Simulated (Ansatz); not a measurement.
`F[SiH]1C=C[SiH2]1`, relaxed with RKS PBE0-D4/def2-TZVP in the Gaussian-basis code of Ansatz from a PBE-D4/def2-SVP geometry. The force threshold is 0.005 eV/Å; the program also tests the step.

Total charge 0; spin multiplicity 1.

Start:

```xyz
10

F     1.377   -2.179    0.818
Si    0.759   -0.655    0.914
C    -1.083   -0.470    0.561
C    -1.117    0.438   -0.462
Si    0.694    0.731   -0.982
H     1.201   -0.130    2.254
H    -1.990   -0.879    1.044
H    -2.057    0.866   -0.860
H     1.041    0.118   -2.313
H     1.175    2.160   -0.976
```

| step | energy (eV) | largest force (eV/Å) | largest move (Å) |
| --- | --- | --- | --- |
| 1 | -20618.9502 | 1.190 | 0.000 |
| 2 | -20619.0065 | 0.735 | 0.029 |
| 3 | -20619.0198 | 0.085 | 0.026 |
| 4 | -20619.0198 | 0.082 | 0.015 |
| 5 | -20619.0205 | 0.017 | 0.009 |
| 6 (rejected) | -20619.0205 | 0.019 | 0.010 |
| 7 | -20619.0206 | 0.006 | 0.004 |
| 8 | -20619.0206 | 0.001 | 0.001 |

End:

```xyz
10

F     1.344   -2.143    0.820
Si    0.754   -0.654    0.903
C    -1.066   -0.466    0.554
C    -1.101    0.428   -0.459
Si    0.688    0.718   -0.975
H     1.186   -0.132    2.226
H    -1.961   -0.860    1.033
H    -2.030    0.846   -0.846
H     1.029    0.131   -2.299
H     1.157    2.131   -0.958
```

Run time 28 s (4 threads of an Arm Neoverse V2 on a shared host); peak host memory 0.5 GiB.
